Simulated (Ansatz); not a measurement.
`BB(C)O` and `CB(O)CO` differ in one atom or group.

Ansatz, PBE0-D4/def2-TZVP geometries, multiplicity 1. Each molecule was computed in one conformer, which needn't be the lowest.

```csv
property,`BB(C)O`
LUMO energy (ωB97M-V/def2-TZVPP) / eV,0.00
size of the dipole moment (B3LYP/def2-TZVPP) / D,0.97
HOMO energy (ωB97M-V/def2-TZVPP) / eV,-9.95
HOMO–LUMO gap (ωB97M-V/def2-TZVPP) / eV,9.94
LUMO energy (B3LYP/def2-TZVPP) / eV,-2.13
HOMO–LUMO gap (PBE/def2-TZVPP) / eV,3.41
```

Question: Give the same properties after the change, and the shifts. (Estimate.)

Answer: Ansatz gave: 
```
                                        property  `CB(O)CO`  shift
           LUMO energy (ωB97M-V/def2-TZVPP) / eV       1.77   1.77
size of the dipole moment (B3LYP/def2-TZVPP) / D       2.77   1.80
           HOMO energy (ωB97M-V/def2-TZVPP) / eV      -9.80   0.15
         HOMO–LUMO gap (ωB97M-V/def2-TZVPP) / eV      11.57   1.63
             LUMO energy (B3LYP/def2-TZVPP) / eV       0.13   2.26
             HOMO–LUMO gap (PBE/def2-TZVPP) / eV       5.14   1.73
```

With PBE0 the HOMO rises by 0.28 eV and the LUMO rises by 2.30 eV, so the gap widens by about 2.02 eV. PBE moves the HOMO by 0.55 eV and ωB97M-V by 0.15 eV. Dipoles are sizes alone; their direction can turn.

B3LYP here is the variant with VWN-RPA as its local correlation; programs differ in this.
